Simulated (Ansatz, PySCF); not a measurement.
Molecule: C3H5O, net charge -1, singlet state. It need not be the lowest isomer of its formula. Whether it binds its extra electron was not tested at this geometry. 
Geometry from a B3LYP-D3(BJ)/def2-TZVP (Ansatz, a program for electronic structure) optimisation:
```xyz
9

C     -1.4652     0.0434     0.0401
C     -0.2635    -0.3301    -0.8283
C      1.2038    -0.0807    -0.1750
O      1.1228     0.3661     0.9761
H     -1.4207    -0.4932     0.9922
H     -1.4322     1.1070     0.2944
H     -2.4325    -0.1676    -0.4327
H     -0.2644     0.2229    -1.7781
H     -0.2833    -1.3939    -1.1057
```
Charge -1, spin multiplicity 1.

Total electronic energies in hartree. Correlated levels leave the core frozen unless marked. No spin-orbit coupling. Non-relativistic. Basis-set limits of correlation are two-point, X^-3; Hartree-Fock from the larger set. The bracket is a focal-point correction in the basis named.

```json
[
 {"level": "HF/6-31G*", "program": "Ansatz", "energy (Eh)": "-191.27344"},
 {"level": "HF/cc-pVDZ", "program": "Ansatz", "energy (Eh)": "-191.29496"},
 {"level": "HF/def2-TZVPD", "program": "PySCF", "energy (Eh)": "-191.37285"},
 {"level": "HF/cc-pVQZ", "program": "Ansatz", "energy (Eh)": "-191.37616"},
 {"level": "PBE-D3(BJ)/def2-TZVPD", "program": "Ansatz + dftd3", "energy (Eh)": "-192.34547"},
 {"level": "r2SCAN-D3(BJ)/def2-TZVPD", "program": "Ansatz + dftd3", "energy (Eh)": "-192.46425"},
 {"level": "PBE0-D3(BJ)/def2-TZVP", "program": "Ansatz + dftd3", "energy (Eh)": "-192.34329"},
 {"level": "PBE0-D3(BJ)/def2-TZVPD", "program": "Ansatz + dftd3", "energy (Eh)": "-192.35079"},
 {"level": "PBE0/def2-TZVPD", "program": "Ansatz", "energy (Eh)": "-192.34636"},
 {"level": "r2SCANh/def2-TZVPD", "program": "Ansatz", "energy (Eh)": "-192.45126"},
 {"level": "r2SCAN0/def2-TZVPD", "program": "Ansatz", "energy (Eh)": "-192.43498"},
 {"level": "wB97X-V/def2-TZVPD", "program": "Ansatz", "energy (Eh)": "-192.51461"},
 {"level": "MP2/aug-cc-pVDZ", "program": "Ansatz", "energy (Eh)": "-191.96728"},
 {"level": "MP2/cc-pVDZ", "program": "Ansatz", "energy (Eh)": "-191.89533"},
 {"level": "SCS-MP2/6-31G*", "program": "Ansatz", "energy (Eh)": "-191.82627"},
 {"level": "SCS-MP2/cc-pVTZ", "program": "Ansatz", "energy (Eh)": "-192.10196"},
 {"level": "SCS-MP2/cc-pwCVTZ", "program": "Ansatz", "energy (Eh)": "-192.11504"},
 {"level": "CCSD/aug-cc-pVTZ", "program": "Ansatz", "energy (Eh)": "-192.16273"},
 {"level": "CCSD/cc-pwCVTZ", "program": "Ansatz", "energy (Eh)": "-192.14589"},
 {"level": "CCSD/cc-pVQZ", "program": "Ansatz", "energy (Eh)": "-192.19648"},
 {"level": "CCSD(T)/cc-pVDZ", "program": "Ansatz", "energy (Eh)": "-191.95648"},
 {"level": "CCSD(T)/aug-cc-pVTZ", "program": "Ansatz", "energy (Eh)": "-192.20019"},
 {"level": "RI-MP2/CBS(aug-cc-pVTZ,aug-cc-pVQZ)+[CCSD(T)-MP2]/aug-cc-pVTZ", "program": "Ansatz", "energy (Eh)": "-192.2863"}
]
```

Totals of different functionals don't rank their quality; only differences between species are comparable.
